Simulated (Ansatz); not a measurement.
Stretching the Al1–H2 bond in CH5AlO (SMILES C[O][AlH2]) (multiplicity 1 held, fragments rigid). Energies count from the point at 1.571 Å.
Geometry at that point (charge 0, multiplicity 1):
| atom | x (Å) | y (Å) | z (Å) |
|---|---|---|---|
| Al | -0.4845 | 0.8978 | 0.6260 |
| H | -0.4527 | 1.2177 | 2.1639 |
| H | -1.2211 | 1.7731 | -0.4631 |
| O | 0.3397 | -0.4921 | 0.1337 |
| C | 0.5615 | -1.1306 | -1.1007 |
| H | 0.0882 | -0.6005 | -1.9355 |
| H | 1.6351 | -1.1935 | -1.2991 |
| H | 0.1620 | -2.1481 | -1.0701 |

Restricted levels (R-, RO-) in cc, def2 and unpolarised 6-31G sets keep to the state of the molecule at rest. Unrestricted levels (U-) break spin symmetry where that is lower. Active spaces are followed from a long bond inwards. Levels need not reach the same state.

Correlated levels freeze the cores.

The values were computed with Ansatz (a quantum-chemistry and plane-wave program) with Gaussian orbitals. 

Energies in kJ/mol.

```
R (Å)  R-MP2/cc-pV(D+d)Z  R-CCSD/cc-pV(D+d)Z  R-CCSD(T)/cc-pV(D+d)Z  U-CCSD(T)/cc-pV(D+d)Z  SC-NEVPT2 on CASSCF(2,2)/cc-pV(D+d)Z  FIC-MRCISD+Q on CASSCF(2,2)/cc-pV(D+d)Z
-----  -----------------  ------------------  ---------------------  ---------------------  ------------------------------------  ---------------------------------------
1.257                107                 106                    107                    107                                   109                                      106
1.414                 21                  21                     21                     21                                    23                                       21
1.571                  0                   0                      0                      0                                     0                                        0
1.728                 14                  13                     13                     13                                    11                                       13
1.885                 47                  45                     44                     44                                    40                                       44
2.121                112                 106                    105                    105                                    97                                      105
2.357                181                 169                    167                    167                                   156                                      166
2.749                286                 258                    253                    255                                   238                                      252
3.142                370                 318                    308                    314                                   292                                      308
3.614                441                 358                    336                    347                                   325                                      341
4.242                490                 378                    339                    356                                   339                                      355
5.028                492                 384                    329                    357                                   343                                      358
```

Doubts at one or more of the structures used: a restricted determinant that unrestricted orbitals would lower (R-MP2/cc-pV(D+d)Z, R-CCSD/cc-pV(D+d)Z, R-CCSD(T)/cc-pV(D+d)Z); other coupled-cluster roots lie near (R-CCSD/cc-pV(D+d)Z, R-CCSD(T)/cc-pV(D+d)Z); T1 above 0.05 (R-CCSD/cc-pV(D+d)Z, R-CCSD(T)/cc-pV(D+d)Z, U-CCSD(T)/cc-pV(D+d)Z); a spin-contaminated determinant (U-CCSD(T)/cc-pV(D+d)Z).
